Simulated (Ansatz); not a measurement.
Consider the atomization: `BB(O)S` → 2 B• + 4 H• + O• + S•.

Gas-phase electronic energies from Ansatz, PBE0-D4/def2-TZVP geometries. CBS: MP2 limit from def2 TZ/QZ plus the TZ coupled-cluster correction, frozen cores. This one scheme is used for every species, atoms too. Open shells (•) are unrestricted, without spin–orbit coupling. Spin–orbit coupling would lower the free atoms: a little for B, O, S. Each species was taken in one conformer, which may not be the lowest.

`BB(O)S`:

```xyz
8

B     0.572   -0.950    0.112
B    -0.413    0.402    0.123
O    -1.460    0.749    0.916
S     0.002    1.626   -1.167
H     0.329   -1.899   -0.579
H     1.609   -0.977    0.713
H    -1.669    0.100    1.590
H     1.030    0.949   -1.709
```

| species | CCSD(T)/CBS(def2) energy (Eh) |
| --- | --- |
| `BB(O)S` | -524.98370 |
| B• | -24.60433 |
| H• | -0.50000 |
| O• | -75.00631 |
| S• | -397.67955 |

(1) Work out ΔE.

(2) What do rigid-rotor, harmonic-oscillator terms from PBE0-D4/def2-TZVP frequencies (298.15 K, 1 bar) make of the CCSD(T)/CBS value? (Estimate.)

Largest T1 diagnostic among the species: 0.014.

## Answers

(1) ΔE = 4 × (-0.50000) + 2 × (-24.60433) + (-75.00631) + (-397.67955) − (-524.98370) = 1.08918 Eh = +29.64 eV.

(2) The calculation gave: ΔZPE = -1.32 eV, ΔH = +28.64 eV, ΔS = 779 J/(mol·K), ΔG = +26.24 eV. Open shells count their whole term as degenerate.

From BLYP to BHLYP (50 % exact exchange), in def2-TZVPP and without D4, ΔE moves by −0.63 eV: exact exchange takes away binding that semilocal exchange gives to molecules. The D4 term adds +0.24 eV with B3LYP and +0.12 eV with PBE0; it sums over pairs of atoms, weighted by their polarisabilities, and B3LYP, whose exchange is more repulsive, gets the larger term. At CCSD(T), def2-SVP lies −1.50 eV from the extrapolated value and def2-TZVPP −0.73 eV: correlation converges slowly with the basis, and small sets miss more of it in the bonded molecule than in its fragments.

B3LYP here is the variant with VWN-RPA as its local correlation; programs differ in this.

For atomizations the MP2-based limit and the directly extrapolated one differ by several kJ/mol either way, and by 10 to 25 for some Ge, Se and Sn compounds, so smaller differences from it don't rank the levels.
